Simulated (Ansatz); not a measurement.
Input for Ansatz (a first-principles code): R-r2SCAN/def2-TZVPP on Cl2Ge (SMILES [Cl][Ge][Cl]).

Ansatz 0.2 input:
```yaml
crystal:
  periodic: [false, false, false]
  atoms:
    - {symbol: Ge, position_ang: [-0.00000000, 0.00000000, -0.94039818]}
    - {symbol: Cl, position_ang: [1.69428794, 0.00000000, 0.47019909]}
    - {symbol: Cl, position_ang: [-1.69428794, -0.00000000, 0.47019909]}
basis:
  gaussian:
    orbitals: def2-TZVPP
hamiltonian:
  xc: {name: r2SCAN}
scf: {lower_state_search: off}
```

Program output:

```
WARN ansatz: RAYON_NUM_THREADS=4 ignored (pool sized by the plan → 4); use --threads N
Functional definition: r2SCAN
these checks for a lower state are left out or cut short: stability, starts, cluster_reference, orbital_swaps, neighbouring_geometries, increment
integrals: 0.06 GiB planned
946 factors; their error is unknown
mean field: 0.41 GiB planned
mean field evaluation 1: about -81563.6649 eV, gradient 2.4e1 eV
mean field evaluation 2: about -81560.0444 eV, gradient 4.6e1 eV
mean field evaluation 4: about -81564.7695 eV, gradient 1.2e0 eV
mean field evaluation 8: about -81564.7471 eV, gradient 2.0e-2 eV
mean field evaluation 16: about -81564.7471 eV, gradient 7.1e-7 eV
mean field -81564.74710858 eV, -2997.4491696690 hartree, gradient 1.8e-6 eV, S^2 0.000000; 0 other end points of the search recorded, 0 dependent functions left out
reference -81564.74711614 eV, -2997.4491699470 hartree; 33, 33 occupied and 99, 99 virtual orbitals, 946 factors
Total energy: -81564.74711614 eV, -2997.4491699470 hartree
Checks for a lower state left out: stability, starts, cluster_reference, orbital_swaps, neighbouring_geometries, increment
```

The run converged.

Cost: very roughly 3 core-seconds.
